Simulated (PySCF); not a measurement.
# Si2BH5O4

Si2BH5O4 is a molecule drawn as a unit of a network glass or zeolite (built as: Si B3 Si, H ends, O bridges), neutral, singlet. The structure, one conformer, was relaxed in the gas phase by PBE0-D3(BJ)/def2-SVP. No frequency run checks that it is a minimum.

SMILES: OB1O[SiH2]O[SiH2]O1

```csv
atom,x (Å),y (Å),z (Å)
O1,2.208,-1.319,0.966
B2,1.105,-0.688,0.497
O3,-0.098,-1.337,0.579
Si4,-1.605,-0.829,0.090
O5,-1.406,0.690,-0.564
Si6,0.014,1.544,-0.684
O7,1.216,0.575,-0.045
H8,2.990,-0.770,0.856
H9,-2.508,-0.757,1.266
H10,-2.128,-1.757,-0.945
H11,0.324,1.824,-2.109
H12,-0.072,2.795,0.111
```

Shieldings: GIAO PBE0/pcSseg-1. Shifts are against computed references at the same level: H TMS (σ 31.27 ppm), Si TMS (σ 352.0 ppm). Core levels by delta-SCF with SCAN, pcX-2 on the ionised atom and pcseg-1 elsewhere, spin-free X2C (2p3/2 is the spin-free 2p value less a third of a first-order spin-orbit splitting); from the vacuum level, for chosen atoms.

Give the NMR and core-level values of the distinct atoms.


| atoms | bonded to | σ (ppm) | δ (ppm) | core level (eV) |
| --- | --- | --- | --- | --- |
| O1 | 1 B + 1 H | 232.4 | - | 1s 539.15 |
| B2 | 3 O | 84.3 | - | 1s 198.57 |
| O3 | 1 B + 1 Si | 226.8 | - | - |
| Si4 | 2 O + 2 H | 380.2 | -28.2 | - |
| O5 | 2 Si | 263.1 | - | 1s 538.28 |
| Si6 | 2 O + 2 H | 380.5 | -28.5 | 2p3/2 108.41 |
| O7 | 1 B + 1 Si | 224.2 | - | 1s 538.55 |
| H8 | 1 O | 28.02 | 3.24 | - |
| H9 H10 | 1 Si | 26.10 | 5.16 | - |
| H11 H12 | 1 Si | 26.13 | 5.14 | - |

Values are those of this one static structure; atoms that internal rotation interchanges would show their mean in an NMR spectrum.

Which of O1, O5, O7 holds its core electrons tightest, and by how much against the loosest?

O1 (bonded to 1 B + 1 H), by 0.87 eV over O5 (bonded to 2 Si).

By CAM-B3LYP/def2-SVPD (TDDFT singlets, Tamm-Dancoff triplets, ionisation by delta-SCF), where does absorption start, and what does vertical ionisation take?

The lowest singlet lies at 7.65 eV (f 0.009), the strongest of the first 6 at 7.79 eV (f 0.025), the lowest triplet at 7.28 eV; vertical ionisation takes 11.04 eV.
